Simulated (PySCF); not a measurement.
## Cl²⁺: ionisation energy

Cl²⁺ [Ne] 3s2 3p3 (4S) → Cl³⁺ [Ne] 3s2 3p2 (3P), as a difference of total energies. Computed with PySCF 2.14 in x2c-TZVPall (5s5p2d1f, 37 functions), with scalar relativity by spin-free X2C-1e. Correlated levels: valence: [Ne] frozen. The calculations carry no spin-orbit coupling.

| method | ionisation energy (eV) |
| --- | --- |
| UHF | 38.943 |
| MN15 | 39.706 |
| TPSS | 39.646 |
| MP2 (valence) | 39.572 |
| SCS-MP2 (valence) | 39.378 |
| CCSD (valence) | 39.507 |
| CCSD(T) (valence) | 39.541 |

How much does correlation contribute at CCSD(T) (valence)?

39.541 − (38.943) = 0.598 eV, measured against UHF.

The reference lies between the lowest fine-structure levels, while these numbers refer to the centres of the terms.

Errors of the correlated levels include the incompleteness of this basis and the frozen core.

For comparison: 39.8 ± 0.11 eV (semi-empirical (NIST evaluation); NIST Atomic Spectra Database, ionization energies).
